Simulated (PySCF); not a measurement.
## `C=C(Cl)C1=C(C)[C@H]1O`, C6H7ClO

Geometry (Å), atoms numbered from 1 in this order:
```xyz
15

C     1.6863   -0.7275    2.0495
C     0.7043   -1.0193    1.1997
Cl   -0.1860   -2.5139    1.3489
C     0.2837   -0.1845    0.1310
C    -0.5347    0.0769   -0.8728
C    -1.6749   -0.2860   -1.7172
C     0.4901    1.1198   -0.5742
O     0.1578    2.3426    0.0249
H     2.2253    0.1980    1.9477
H     1.9683   -1.3894    2.8474
H    -2.4470    0.4815   -1.6520
H    -1.3566   -0.3440   -2.7586
H    -2.0906   -1.2447   -1.4133
H     1.3439    1.2898   -1.2201
H    -0.5743    2.2087    0.6373
```

Computed, not measured: GIAO KT3/pcSseg-1 magnetisability, rotational g tensor and spin-rotation constants, non-relativistic, gas phase in PySCF. Geometry: GFN2-xTB.

Question: Give the nuclear spin-rotation constants along the inertial axes (H = +C I·J) beside the isotropic shieldings.

Answer: Rotational constants 2.4257, 1.1848, 0.8369 GHz. A star marks the isotopologue with that one atom substituted, in its own axes.
| atom | isotope | Caa (kHz) | Cbb (kHz) | Ccc (kHz) | mean (kHz) | σ (ppm) |
| --- | --- | --- | --- | --- | --- | --- |
| Cl3 | 35Cl | 0.581 | 0.301 | 0.282 | 0.388 | 682.0 |
| H9 | 1H | -0.017 | -0.004 | -0.093 | -0.038 | 26.0 |
| H10 | 1H | 0.188 | -0.102 | -0.096 | -0.003 | 26.1 |
| H11 | 1H | -0.123 | -0.116 | -0.027 | -0.089 | 29.4 |
| H12 | 1H | -0.201 | -0.096 | -0.017 | -0.104 | 29.5 |
| H13 | 1H | -0.034 | -0.067 | -0.083 | -0.061 | 28.9 |
| H14 | 1H | -0.176 | -0.099 | 0.010 | -0.088 | 27.7 |
| H15 | 1H | -0.300 | -0.163 | -0.007 | -0.156 | 32.5 |
| C1 | 13C* | 0.999 | 0.353 | 0.136 | 0.496 | 70.2 |
| C2 | 13C* | 1.069 | 0.363 | 0.180 | 0.537 | 51.2 |
| C4 | 13C* | 1.071 | 0.389 | 0.130 | 0.530 | 60.7 |
| C5 | 13C* | 0.916 | 0.532 | 0.112 | 0.520 | 52.2 |
| C6 | 13C* | 0.375 | 0.157 | 0.103 | 0.212 | 171.5 |
| C7 | 13C* | 0.622 | 0.289 | 0.101 | 0.337 | 125.4 |
| O8 | 17O* | -0.353 | -0.193 | -0.062 | -0.203 | 241.3 |

For the geometry as given, no vibrational averaging.

Question: How do the rotational constants and the g tensor change when H9, H10, H11, H12, H13, H14, H15 are replaced by deuterium?

Answer: Constants 2.0429, 1.1035, 0.7623 GHz; g -0.0223, -0.0123, -0.0038, against -0.0251, -0.0139, -0.0042 before.
